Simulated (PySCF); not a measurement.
The vertical singlet excitations below were computed for one of the candidates. Theory: PySCF, TDDFT PBE0/def2-SVPD, vertical, gas phase, core orbitals frozen in the response. Geometries: GFN2-xTB, one conformer each.

```tsv
state	λ (nm)	f
S1	145.3	0.0068
S2	136.9	0.055
S3	136.5	0.058
S4	133.1	0.120
S5	130.4	0.0060
S6	128.7	0.042
```

Triplets computed (Tamm–Dancoff): 8.42, 8.87 eV.

Orbital energies (eV): HOMO-3 -10.35, HOMO-2 -9.57, HOMO-1 -9.52, HOMO -8.96, LUMO 0.61, LUMO+1 1.36, LUMO+2 1.56.

Question: Which candidate is it?
A. `CC(C)(C)C(C)(F)F`
B. `CC1=CC=C(CF)C=C1`
C. `C=C1C=CC(CC)=C1F`
D. `CCC1=CC=CC(F)=C1`

Answer: A. Its S1, at 8.53 eV, is the highest among the candidates; the nearest of the others has S1 at 5.42 eV. S1 is HOMO→LUMO (99%). Löwdin shares by element: HOMO carbon 37% or more, fluorine 24% (atoms not listed hold the other 40%); LUMO carbon 41% or more (atoms not listed hold the other 59%). At the same level the other candidates give, for their lowest levels:
- `C=C1C=CC(CC)=C1F`: 404 nm (f 0.007); 232 nm (f 0.414); 212 nm (f 0.017); 208 nm (f 0.000); 196 nm (f 0.036); T1 2.07 eV; HOMO -6.18, LUMO -2.00 eV
- `Cc1ccc(CF)cc1`: 232 nm (f 0.007); 207 nm (f 0.073); 186 nm (f 0.000); 180 nm (f 0.431); 178 nm (f 0.734); T1 4.04 eV; HOMO -6.92, LUMO -0.35 eV
- `CCc1cccc(F)c1`: 229 nm (f 0.014); 203 nm (f 0.022); 181 nm (f 0.104); 178 nm (f 0.425); 177 nm (f 0.548); T1 4.12 eV; HOMO -7.11, LUMO -0.43 eV

Conformer computed: `[CH3:1][C:2]([CH3:3])([CH3:4])[C:5]([CH3:6])([F:7])[F:8]`: C1–C2–C5–C6 180°.
